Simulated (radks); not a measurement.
The mean radii <r> (bohr) of the occupied orbitals of an atom or ion are listed with their occupations. Calculated with a radial shooting solver on a logarithmic mesh with Libxc functionals: Dirac Kohn-Sham, PBE, spin-unpolarised, spherical densities, point nucleus.

orbital  occ.      <r>
1s1/2       2  0.01966
2s1/2       2  0.08274
2p1/2       2  0.06872
2p3/2       4  0.07622
3s1/2       2   0.2162
3p1/2       2   0.2061
3p3/2       4   0.2201
3d3/2       4   0.1935
3d5/2       6   0.1978
4s1/2       2   0.4875
4p1/2       2   0.4952
4p3/2       4   0.5274
4d3/2       4   0.5522
4d5/2       6   0.5635
5s1/2       2    1.187
5p1/2       2    1.321
5p3/2       4    1.422
4f5/2       6   0.7254
4f7/2       7   0.7391

Name the element and its charge. Open shells, if any, fill j = l - 1/2 first.

Answer. Z = 70, ytterbium, charge +3: Yb3+ in [Xe] 4f13. The 1s radius gives Z: for a bare nucleus <r> = (2 gamma + 1)/(2Z) with gamma = sqrt(1 - (Z/c)^2), 0.01942 bohr for Z = 70, and screening makes it slightly larger (0.01966 here). The occupations add up to 67, and the charge is Z minus that.
